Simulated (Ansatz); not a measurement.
[ReOF4]- (ReOF4⁻) was relaxed with PBE0-D4 (def2-SVPD) in Ansatz in these states: charge -1 singlet, charge -1 triplet. The geometries follow in no particular order.

In the def2 sets Re takes a core potential; there is no spin–orbit coupling.

A:

```
atom    x (Å)    y (Å)    z (Å)
 Re1   0.0004  -0.0029  -0.0030
  O2   0.1644  -1.1860  -1.2379
  F3   0.4571   1.7320  -0.6161
  F4   1.8405  -0.1918   0.6466
  F5  -0.5920  -0.7594   1.6313
  F6  -1.8705   0.4080  -0.4209
```

B:

```xyz
6

Re    0.063   -0.127    0.114
O     0.636   -1.291    1.160
F    -0.290   -0.877   -1.632
F     1.520    0.733   -0.822
F    -0.062    1.591    0.991
F    -1.867   -0.028    0.189
```

Judge from the bond lengths which geometry belongs to which state (an estimate).

A is the charge -1 triplet (Re1–O2 1.718 Å, Re1–F3 1.896 Å, Re1–F5 1.896 Å); B is the charge -1 singlet (Re1–O2 1.666 Å, Re1–F3 1.933 Å, Re1–F5 1.933 Å).
